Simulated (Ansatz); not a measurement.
Mulliken charges of `[TeH]C1=NC1` from ωB97M-V/def2-TZVPP in Ansatz (PBE0-D4/def2-TZVP geometry).

| atom | x (Å) | y (Å) | z (Å) | charge (e) |
| --- | --- | --- | --- | --- |
| Te1 | -2.110 | 0.187 | -0.942 | 0.210 |
| C2 | -0.413 | -0.379 | 0.079 | -0.037 |
| N3 | -0.013 | -1.291 | 0.837 | -0.206 |
| C4 | 0.966 | -0.186 | 0.474 | -0.178 |
| H5 | -1.354 | 1.530 | -1.547 | 0.005 |
| H6 | 1.215 | 0.523 | 1.259 | 0.103 |
| H7 | 1.771 | -0.451 | -0.206 | 0.103 |

Problem. By hand: the dipole of these point charges (1 e Å = 4.8032 D).

Solution. Σ q r = (-0.296, 0.367, -0.357) e Å, of length 0.591 e Å = 2.84 D.

Problem. How does the dipole of the full density compare? (An estimate is asked.)

Solution. Ansatz gave: (-0.108, 0.420, -0.321) e Å, 2.59 D; the point charges give 1.10 times that, at 20° from its direction.

Point charges leave out the atoms' own dipoles, such as those of lone pairs, and Mulliken's split depends on the basis, so the two needn't agree.
